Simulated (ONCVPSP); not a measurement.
aluminium (Al), ONCV: configuration errors across variants

* Element: Al
* Generator: ONCVPSP 4.0.1
* Type: optimised norm-conserving Vanderbilt (ONCV)
* Functional: PBE
* Relativity: scalar-relativistic
* Frozen core: [Ne]
* Valence charge: 3
* Reference configuration: 3s2 3p0.5 (charge +0.5)
* Partial waves: 3s: rc 2.15 bohr, ncon 4, nbas 8, qcut 3.1 1/bohr, 1 projector; 3p: rc 2.50 bohr, ncon 3, nbas 6, qcut 2.9 1/bohr, 2 projectors, debl 2.2 Ha
* Local potential: polynomial inside 1.85 bohr (lpopt 4, dvloc0 0 Ha)
* Core correction: none

All-electron excitation energies from the reference (eV): (1) 3s2 3p1 -2.086; (2) 3s2 3p0 3.676; (3) 3s1 3p0 22.901; (4) 3s1 3p1 9.486.

1 further variants failed, have other tests or too few solved ones, and are left out.

Errors AE − PS in meV (a dash: test not solved or not reliable):

```tsv
change	(1)	(2)	(3)	(4)	bound ghosts	GHOST(+) flags above zero
base	-0.3	-0.5	+24	+9.2	none	none
s: qcut 2.5	-0.1	-0.2	+22	+6.8	none	none
p: nbas 8	-0.3	-0.5	+24	+9.3	none	none
p: rc 2.38	-0.2	-0.4	+24	+8.9	none	none
```

Q: Give the same row for: s: rc 2.16.

A: -0.2, -0.5, +24, +9.1; bound ghosts: none; GHOST(+) flags above zero: none.
